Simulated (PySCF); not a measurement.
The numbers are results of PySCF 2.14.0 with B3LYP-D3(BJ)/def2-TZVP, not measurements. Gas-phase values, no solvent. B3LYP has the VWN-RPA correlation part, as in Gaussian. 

Reference species (SMILES): `C=C=NC` (neutral, multiplicity 1).

```json
{
 "HOMO": "-6.39 eV",
 "dipole_moment": "1.41 D"
}
```

Changed species: `N(C#C)C`.

### Question
What does the change do to the HOMO and dipole moment?

### Answer
the HOMO increases by 0.38 eV, to -6.01 eV; the dipole moment rises by 0.46 D, to 1.87 D.
